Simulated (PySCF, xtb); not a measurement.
H₆HfO₄Sn, SMILES [OH][Hf]([OH])([OH])[O][SnH3], multiplicity 1. Other conformers were not sampled.

Harmonic wavenumbers (cm⁻¹) from GFN2-xTB (xtb) at its own minimum, in rising order: 36, 79, 99, 107, 126, 144, 176, 216, 234, 278, 380, 425, 439, 444, 457, 462, 487, 552, 567, 580, 586, 631, 665, 690, 1493, 1673, 1725, 3530, 3547, 3577.

Q: What does B3LYP-D3(BJ)/def2-SVP (PySCF 2.14.0) give at its own minimum? (An estimate is asked for; the answer gives what the named calculation found.)

A: 5, 27, 27, 146, 160, 164, 165, 185, 185, 205, 205, 224, 268, 268, 277, 519, 519, 674, 677, 677, 703, 703, 719, 892, 1901, 1907, 1907, 4004, 4004, 4008. Paired by order, the mean absolute difference is 146 cm⁻¹ and the zero-point energies are 34.9 and 37.6 kcal/mol.
